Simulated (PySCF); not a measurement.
Dimethyl telluride, C2H6Te, SMILES C[Te]C, B3LYP/def2-SVP optimised geometry.

```
9

C      1.53    -0.77     0.00
Te    -0.65    -0.77     0.00
C     -0.83     1.40     0.00
H      1.90    -0.27     0.90
H      1.85    -1.82     0.00
H      1.90    -0.26    -0.90
H     -0.37     1.82     0.91
H     -1.90     1.64    -0.01
H     -0.35     1.82    -0.90
```

Density from PySCF with B3LYP/def2-TZVP, def2 effective core potentials past Kr at that geometry. The core electrons that the potentials of Te replace are not part of the density.

Minimum of the electron density along straight lines between bonded atoms, close to the bond critical point (lines longer than 1.1 times the sum of covalent radii, or with two minima, are not listed):

| bond | length / Å | ρ at the minimum / e bohr⁻³ | ∇²ρ there / e bohr⁻⁵ | position (fraction from the first atom) |
|---|---|---|---|---|
| C1–Te2 | 2.178 | 0.110 | -0.01 | 0.48 |
| Te2–C3 | 2.178 | 0.110 | -0.01 | 0.52 |
| C1–H4 | 1.098 | 0.275 | -0.93 | 0.64 |
| C1–H5 | 1.099 | 0.273 | -0.92 | 0.64 |
| C1–H6 | 1.098 | 0.275 | -0.93 | 0.64 |
| C3–H7 | 1.098 | 0.275 | -0.93 | 0.64 |
| C3–H8 | 1.099 | 0.273 | -0.92 | 0.64 |
| C3–H9 | 1.098 | 0.275 | -0.93 | 0.64 |
